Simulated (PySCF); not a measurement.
# Assigning NMR signals

Atom-mapped SMILES (the numbers label the heavy atoms): `[CH3:1]/[CH:2]=[CH:3]/[C:4]([CH3:5])([CH3:6])[SiH3:7]`. Hydrogens are named by the atom that carries them.

[PySCF: structure optimised with GFN2-xTB; PBE0/pcSseg-1 with gauge-including orbitals; one conformer; no relativistic terms; fast rotation and ring inversion assumed for equivalent nuclei; no solvent model]

Chemical shifts δ = σref − σ; ¹³C, ¹H vs TMS, all at this level.

(1) Assign these signals to the numbered atoms. ¹³C{¹H} NMR (computed): δ 146.6, 128.4, 27.8, 26.9, 22.8.

(2) Assign these signals to the numbered atoms. ¹H NMR (400 MHz, computed): δ 5.89 (d, 1H), 5.56 (m, 1H), 3.75 (s, 3H), 1.88 (d, 3H), 1.18 (s, 6H).

Results:

(1) 
| δ (ppm) | atoms | environment | reason |
| --- | --- | --- | --- |
| 146.6 | C3 | alkene CH | as expected for a trigonal carbon in a double bond |
| 128.4 | C2 | alkene CH | – |
| 27.8 | C4 | allylic fully substituted sp3 carbon bonded to Si | – |
| 26.9 | C5/C6 | methyl carbon | saturated and bonded to C and H only |
| 22.8 | C1 | allylic methyl carbon | saturated and bonded to C and H only |

C4 and C5/C6 lie closer than the usual error of such a calculation, so a measured spectrum could show them in the other order.

(2) 
| δ (ppm) | atoms | environment | reason |
| --- | --- | --- | --- |
| 5.89 | H(C3) | hydrogen on an alkene CH | olefinic region |
| 5.56 | H(C2) | hydrogen on an alkene CH | – |
| 3.75 | H(Si7) | hydrogen on a silicon bonded to C | – |
| 1.88 | H(C1) | hydrogen on an allylic methyl carbon | allylic position |
| 1.18 | H(C5)/H(C6) | hydrogen on a methyl carbon | – |

Shifts are as computed. Against solution values, carbons near 30 ppm lie about +3 ppm off and those near 130 ppm about +5 ppm. Of 1211 compounds with measured shifts, 218 miss one by over three times the rms of a fit or turn the order of signals round; such compounds aren't used in these exercises. No couplings were computed; multiplicities are counted from neighbouring protons, with m where these are inequivalent, close in shift, in a saturated or five-membered ring or joined by F or P, and br s for small geminal =CH2 splittings.
